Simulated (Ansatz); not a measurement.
Reaction (ligand exchange at the Si–S bond): `CO[SiH](F)S[SiH2]Cl` + `CO[SiH](O)F` → `CO[SiH](F)O[SiH2]Cl` + `CO[SiH](F)S`

Isolated molecules relaxed with PBE0-D4/def2-TZVP in Ansatz; ΔE leaves out vibrations. CCSD(T)/CBS adds triple-zeta CCSD(T) − MP2 to the extrapolated MP2 energy (def2 sets, frozen cores). DFT in def2-TZVPP. B3LYP here is the variant with VWN-RPA as its local correlation; programs differ in this. Each species was taken in one conformer, which may not be the lowest.

CCSD(T)/CBS gives -48.1 kJ/mol.

Task: Another level gave -32.3 kJ/mol. Which?
A. B3LYP-D4/def2-TZVPP
B. MP2/def2-TZVPP
C. PBE-D4/def2-TZVPP
D. PBE0/def2-TZVPP

Result: C. PBE-D4 -32.3, MP2/def2-TZVPP -46.3, B3LYP-D4 -51.4, PBE0 -38.6 kJ/mol.

Largest T1 diagnostic among the species: 0.012.

In def2-TZVPP, CCSD(T) changes the Hartree–Fock value by +20.3 kJ/mol (the triples alone add +4.4 kJ/mol) and MP2 by +25.7 kJ/mol. From PBE to PBE0 (25 % exact exchange), in def2-TZVPP and without D4, ΔE moves by −4.9 kJ/mol.
